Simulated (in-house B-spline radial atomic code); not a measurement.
Computed with a B-spline radial atomic code. Model: two electrons, singlet ground state, non-relativistic, full CI in B-splines with partial waves to l = 8 (at full coupling up to 3e-4 hartree above the limit, correlation up to 0.6 % small), density held at that of full coupling by Lieb maximisation.

Along the adiabatic connection the electron repulsion is scaled by a coupling λ while a local potential keeps the density fixed. At λ = 0 the system is the Kohn-Sham one and W equals the exchange energy; the exchange-correlation energy is the area under W between 0 and 1. The kinetic energy rises with λ as the electrons avoid each other, with dT/dλ = −λ dW/dλ.

Command:
```bash
python run_ac.py task.json out
```
Settings (lengths in bohr, energies in hartree):
```
potential              gauss
strength               11.2
lmax                   8
second                 5.49
```

Run time, properties included: 17 s on 1 thread of Intel(R) Xeon(R) Processor @ 2.30GHz (shared host).

**W = mean repulsion less Hartree energy, and W of three functionals.**

Given: confinement Gaussian well; well depth 11.2 hartree; well width 5.49 bohr; external potential -V exp(-r^2/w^2).

Computed: LDA exchange minus exact 97.116 millihartree; SCAN exchange minus exact 1.9532 millihartree.

| coupling | W xc (hartree) | W xc minus exchange (millihartree) | kinetic minus Kohn-Sham (millihartree) | LDA (PW92) W minus its exchange (millihartree) | PBE W minus its exchange (millihartree) | SCAN W minus its exchange (millihartree) |
| --- | --- | --- | --- | --- | --- | --- |
| 0 | -0.67125 | 0 | 0 | 0 | 0 | 0 |
| 0.02 | ? | ? | ? | ? | ? | ? |
| 0.05 | -0.67616 | -4.914 | 0.12 | -22.21 | -7.85 | -4.63 |
| 0.12 | -0.68276 | -11.51 | 0.68 | -41.67 | -17.63 | -10.75 |
| 0.25 | -0.69419 | -22.943 | 2.78 | -68.04 | -33.37 | -21.25 |
| 0.4 | -0.70618 | -34.938 | 6.67 | -91.15 | -48.88 | -32.25 |
| 0.6 | ? | ? | ? | ? | ? | ? |
| 0.8 | -0.73298 | -61.738 | 22.52 | -135.25 | -81.67 | -57.17 |
| 1 | -0.74409 | -72.844 | 32.49 | -151.93 | -94.91 | -67.75 |
| 1.4 | -0.76282 | -91.57 | 54.83 | -179.01 | -117.2 | -86.06 |
| 2 | -0.78447 | -113.22 | 91.31 | -209.64 | -143.35 | -108.15 |
| 3 | -0.80973 | -138.48 | 153.59 | -245.66 | -175.11 | -135.33 |
| 4.5 | -0.83389 | -162.64 | 242.72 | -281.47 | -207.51 | -162.62 |
| 7 | -0.85752 | -186.27 | 375.76 | -318.74 | -241.86 | -189.76 |
| 10 | -0.87415 | -202.91 | 515.16 | -346.73 | -267.98 | -208.17 |

Question: What belongs in the row 0.02?

Answer: W xc (hartree): -0.67323; W xc minus exchange (millihartree): -1.986; kinetic minus Kohn-Sham (millihartree): 0.02; LDA (PW92) W minus its exchange (millihartree): -11.02; PBE W minus its exchange (millihartree): -3.25; SCAN W minus its exchange (millihartree): -1.89.

Question: What belongs in the row 0.6?

Answer: W xc (hartree): -0.72044; W xc minus exchange (millihartree): -49.19; kinetic minus Kohn-Sham (millihartree): 13.76; LDA (PW92) W minus its exchange (millihartree): -115.49; PBE W minus its exchange (millihartree): -66.53; SCAN W minus its exchange (millihartree): -45.41.

Question: What is the PBE exchange minus exact?

Answer: 28.614 millihartree.

**Energy parts, natural occupations and partial-wave weights.**

Computed: total energy -19.2202 hartree; exchange energy -0.67125 hartree; correlation energy -0.04035 hartree; initial slope twice GL2 -0.10002 hartree; kinetic part over minus potential part 0.44608; Hartree energy 1.3425 hartree; Lieb Oxford ratio E_xc over LDA exchange 1.2394.

```
natural  occupation of the shell (electrons)
      s                               1.9667
      p                             0.030195
      s                             0.001738
      d                           0.00089162
      p                                    ?
      f                           0.00010626
```

Question: What belongs in the row p?

Answer: occupation of the shell (electrons): 0.00019945.

```tsv
wave	weight
s	0.98425
p	?
d	0.00046579
f	5.8568e-05
g	1.2902e-05
```

Question: What belongs in the row p?

Answer: weight: 0.015203.

Question: What is the kinetic part of the DFT correlation energy?

Answer: 0.032495 hartree.

Question: What is the Kohn-Sham kinetic?

Answer: 1.0679 hartree.

Half-way to full coupling W has made 58 % of its drop, against 50 % for a straight line, and second-order (GL2) theory, half the initial slope, overshoots the correlation energy by about 24 %: a moderate bend, as in light atoms. Over couplings 0 to 1 the errors in E_xc come to about +41 millihartree for LDA, +14 millihartree for PBE, +4.9 millihartree for SCAN, so SCAN is nearest. In LDA and PBE the errors of exchange and correlation have opposite signs, so the sum is smaller than the larger of the two.
